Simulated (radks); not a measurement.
Species: Ga22+. Configuration: [He] 2s2 2p5. Method: scalar-relativistic Kohn-Sham, BLYP, spin-polarised, spherical densities, finite nucleus; open shells are filled with parallel spins first; Fermi nuclear charge, rms radius 3.9973 fm; computed with a radial shooting solver on a logarithmic mesh with Libxc functionals.

Normalised radial functions P(r) = r R(r), r in bohr:

r	1s down	2s up	2p up
0.001967	0.6806	0.2202	0.0042
0.002384	0.8101	0.2620	0.0059
0.002911	0.9683	0.3130	0.0086
0.003528	1.1454	0.3699	0.0122
0.004274	1.3493	0.4354	0.0175
0.005179	1.5818	0.5096	0.0249
0.006275	1.8434	0.5927	0.0354
0.007665	2.1456	0.6876	0.0511
0.009287	2.4602	0.7850	0.0724
0.01125	2.7912	0.8848	0.1021
0.01363	3.1264	0.9816	0.1433
0.01652	3.4481	1.0669	0.1997
0.02002	3.7324	1.1294	0.2760
0.02445	3.9569	1.1537	0.3825
0.02963	4.0695	1.1188	0.5163
0.0359	4.0483	1.0064	0.6864
0.04349	3.8688	0.7967	0.8955
0.0527	3.5225	0.4761	1.1425
0.06437	3.0017	0.0224	1.4306
0.07799	2.3949	-0.5082	1.7175
0.0945	1.7541	-1.0856	1.9834
0.1145	1.1591	-1.6358	2.1866
0.1387	0.6765	-2.0661	2.2804
0.1695	0.3291	-2.2902	2.2197
0.2053	0.1369	-2.2344	1.9943
0.2488	0.0457	-1.9247	1.6286
0.3015	0.0117	-1.4458	1.1859
0.3653	0.0022	-0.9288	0.7522
0.4461	0.0002	-0.4822	0.3919
0.5406	0.0000	-0.2061	0.1707
0.655	0.0000	-0.0684	0.0586

1s down: eigenvalue -11296.7 eV, 0 radial nodes, <r> = 0.0485 bohr, 90 % of the charge inside 0.0867 bohr. 2s up: eigenvalue -2232.6 eV, 1 radial node at r = 0.0649 bohr, <r> = 0.211 bohr, 90 % of the charge inside 0.325 bohr. 2p up: eigenvalue -2088.2 eV, 0 radial nodes, <r> = 0.183 bohr, 90 % of the charge inside 0.297 bohr.
